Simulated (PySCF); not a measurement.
C9H6O, SMILES C#Cc1ccc(C=O)cc1, GFN2-xTB optimised geometry.

```
16

C     -2.00    -3.06     0.00
C     -1.40    -2.02     0.00
C     -0.70    -0.80     0.00
C     -1.39     0.41     0.00
C     -0.70     1.60     0.00
C      0.70     1.61     0.00
C      1.43     2.88     0.00
O      0.92     3.97     0.00
C      1.39     0.39     0.00
C      0.70    -0.80     0.00
H     -2.53    -3.97     0.00
H     -2.47     0.40     0.00
H     -1.22     2.55     0.00
H      2.53     2.76     0.00
H      2.47     0.40     0.00
H      1.23    -1.74     0.00
```

Density from B3LYP/def2-TZVP (PySCF) at that geometry.

Minimum of the electron density along straight lines between bonded atoms, close to the bond critical point (lines longer than 1.1 times the sum of covalent radii, or with two minima, are not listed):

```tsv
bond	length / Å	ρ at the minimum / e bohr⁻³	∇²ρ there / e bohr⁻⁵	position (fraction from the first atom)
C1–C2	1.201	0.422	-1.23	0.49
C2–C3	1.414	0.300	-0.90	0.53
C3–C4	1.398	0.317	-0.94	0.51
C4–C5	1.377	0.329	-1.00	0.50
C5–C6	1.397	0.317	-0.94	0.50
C6–C7	1.465	0.286	[?]	0.50
C7–O8	1.205	0.426	[?]	0.34
C6–C9	1.396	0.318	-0.94	0.50
C3–C10	1.398	0.317	-0.94	0.51
C9–C10	1.378	0.329	-1.00	0.50
C1–H11	1.049	0.301	[?]	0.66
C4–H12	1.080	0.291	-1.05	0.65
C5–H13	1.080	0.292	-1.06	0.65
C7–H14	1.109	0.279	-0.98	0.65
C9–H15	1.081	0.289	-1.04	0.65
C10–H16	1.080	0.290	-1.05	0.65
```

Some entries are withheld; supply them.


- C6–C7, ∇²ρ there / e bohr⁻⁵: -0.82
- C7–O8, ∇²ρ there / e bohr⁻⁵: -0.12
- C1–H11, ∇²ρ there / e bohr⁻⁵: -1.16
